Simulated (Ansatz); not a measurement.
One change: `C[O][AlH2]` becomes `[AlH2][O]CS[SiH3]`.

Ansatz, PBE0-D4/def2-TZVP geometries, multiplicity 1. Each molecule was computed in one conformer, which needn't be the lowest.

```
                                          property  `C[O][AlH2]`
                HOMO energy (PBE0/def2-TZVPP) / eV         -8.08
             HOMO–LUMO gap (B3LYP/def2-TZVPP) / eV          6.68
                 HOMO energy (PBE/def2-TZVPP) / eV         -6.62
                 LUMO energy (PBE/def2-TZVPP) / eV         -1.73
size of the dipole moment (ωB97M-V/def2-TZVPP) / D          0.93
              HOMO–LUMO gap (PBE0/def2-TZVPP) / eV          7.11
```

Problem. What does the change do to each property? (An estimate is asked.)

Solution. The calculation gave: 
```
                                          property  `[AlH2][O]CS[SiH3]`  shift
                HOMO energy (PBE0/def2-TZVPP) / eV                -7.54   0.54
             HOMO–LUMO gap (B3LYP/def2-TZVPP) / eV                 6.36  -0.32
                 HOMO energy (PBE/def2-TZVPP) / eV                -6.17   0.45
                 LUMO energy (PBE/def2-TZVPP) / eV                -1.70   0.03
size of the dipole moment (ωB97M-V/def2-TZVPP) / D                 2.98   2.05
              HOMO–LUMO gap (PBE0/def2-TZVPP) / eV                 6.76  -0.35
```

With PBE0 the HOMO rises by 0.54 eV and the LUMO rises by 0.19 eV, so the gap narrows by about 0.35 eV. PBE moves the HOMO by 0.45 eV and ωB97M-V by 0.59 eV. Dipoles are sizes alone; their direction can turn.

B3LYP here is the variant with VWN-RPA as its local correlation; programs differ in this.
